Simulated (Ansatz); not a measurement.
Molecule: C₅H₁₁O, charge -1, multiplicity 1. It need not be the lowest isomer of its formula. Whether it binds its extra electron was not tested at this geometry. 
Coordinates optimised at B3LYP-D3(BJ)/def2-TZVP (Ansatz, a quantum-chemistry and plane-wave program):
```
C
H 1 1.0995
H 1 1.1022 2 107.69
C 1 1.5209 2 109.10 3 119.79
H 4 1.0935 1 106.11 2 70.74
H 4 1.0979 5 106.48 1 -116.06
C 4 1.5274 5 111.03 6 -118.98
H 7 1.0945 4 110.74 5 -60.50
H 7 1.0957 8 107.12 4 121.88
H 7 1.0963 8 107.58 9 115.37
C 1 1.5654 2 107.11 3 -119.86
O 11 1.3282 1 113.00 2 -63.67
H 11 1.1433 12 114.44 1 118.10
C 11 1.5571 13 104.02 12 -123.94
H 14 1.0935 11 108.86 13 67.48
H 14 1.0965 15 107.75 11 -118.12
H 14 1.1011 15 108.81 16 -118.00
```
Charge -1, spin multiplicity 1.

Basis-set convergence of Hartree-Fock and CCSD(T) correlation energies (hartree) with Ansatz. Correlated levels leave the core frozen unless marked. Spin-orbit coupling is left out. Non-relativistic. This anion needs diffuse functions, which these sets lack.

```json
[
 {"basis": "cc-pVDZ", "functions": "139", "E(HF)": "-270.56910", "E(corr, CCSD(T))": "-1.02242"},
 {"basis": "cc-pVTZ", "functions": "334", "E(HF)": "-270.65582", "E(corr, CCSD(T))": "-1.24305"},
 {"basis": "cc-pVQZ", "functions": "660", "E(HF)": "…", "E(corr, CCSD(T))": "…"}
]
```

Question: Some entries are withheld; supply them.

Answer: 
- cc-pVQZ, E(HF): -270.67781
- cc-pVQZ, E(corr, CCSD(T)): -1.31135
